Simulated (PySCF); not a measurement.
Vertical excitations of a molecule C4H9NSi from TDA-PBE/def2-SVPD (PySCF), as energy in eV (oscillator strength): 4.23 (0.003), 4.73 (0.004), 5.53 (0.012), 5.65 (0.002), 5.79 (0.003), 6.09 (0.029), 6.17 (0.009), 6.19 (0.042), 6.47 (0.004), 6.61 (0.045). Lowest triplet (TDA): 3.88 eV. The structure is a stationary point at ωB97X-D3(BJ)/def2-SVP. The values are those of a single conformer.

Task: Which molecule gave these data?
A) C=C[SiH](N)C=C
B) N[Si@@H]1C=CCC1
C) C=C1[SiH2]N[C@H]1C
D) C=C=CN(C)[SiH3]

Result: C, C=C1[SiH2]N[C@H]1C
